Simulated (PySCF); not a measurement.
CH5NO2Si2, SMILES C(O[SiH2][SiH2]O)#N.

The structure is a stationary point at PBE-D3(BJ)/def2-SVP. The structure was generated by enumeration, and PubChem lists no compound with its InChIKey, so it may never have been made. One conformer was computed; it need not be the lowest.

The numbers are results of M06-2X/def2-TZVP (PySCF), not measurements.

The molecule is in vacuum.

| Item | Value |
|---|---|
| total energy | -825.32130 hartree |
| highest occupied level | -9.71 eV |
| lowest empty level | -0.81 eV |
| orbital gap | 8.90 eV |
| dipole moment | 4.50 D |
| quadrupole, principal values (traceless, Buckingham form, about the centre of nuclear charge) | -19.01, 3.11, 15.91 D·Å |
| mean static polarisability | 73.6 bohr³ (10.90 Å³) |
| polarisability, principal values | 60.7, 74.8, 85.3 bohr³ |
